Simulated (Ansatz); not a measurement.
`[OH][GeH]([F])[F]` and `[OH][SnH]([F])[F]` differ in one element.

Ansatz, PBE0-D4/def2-TZVP geometries, multiplicity 1. Each molecule was computed in one conformer, which needn't be the lowest.

Elements past krypton have def2 core potentials. Scalar relativity is left out up to krypton.

```tsv
property	`[OH][GeH]([F])[F]`
HOMO energy (PBE/def2-TZVPP) / eV	-8.22
size of the dipole moment (B3LYP/def2-TZVPP) / D	1.22
HOMO–LUMO gap (ωB97M-V/def2-TZVPP) / eV	14.25
size of the dipole moment (PBE/def2-TZVPP) / D	1.16
HOMO energy (B3LYP/def2-TZVPP) / eV	-9.77
HOMO energy (ωB97M-V/def2-TZVPP) / eV	-12.56
```

**Question.** What does the change do to each property? (Best estimate.)

**Answer.** Ansatz gave: 
| property | `[OH][SnH]([F])[F]` | shift |
| --- | --- | --- |
| HOMO energy (PBE/def2-TZVPP) / eV | -7.94 | 0.28 |
| size of the dipole moment (B3LYP/def2-TZVPP) / D | 1.89 | 0.67 |
| HOMO–LUMO gap (ωB97M-V/def2-TZVPP) / eV | 12.59 | -1.66 |
| size of the dipole moment (PBE/def2-TZVPP) / D | 1.78 | 0.62 |
| HOMO energy (B3LYP/def2-TZVPP) / eV | -9.45 | 0.32 |
| HOMO energy (ωB97M-V/def2-TZVPP) / eV | -12.24 | 0.32 |

With PBE0 the HOMO rises by 0.32 eV and the LUMO falls by 1.51 eV, so the gap narrows by about 1.83 eV. PBE moves the HOMO by 0.28 eV and ωB97M-V by 0.32 eV. Dipoles are sizes alone; their direction can turn.

B3LYP here is the variant with VWN-RPA as its local correlation; programs differ in this.
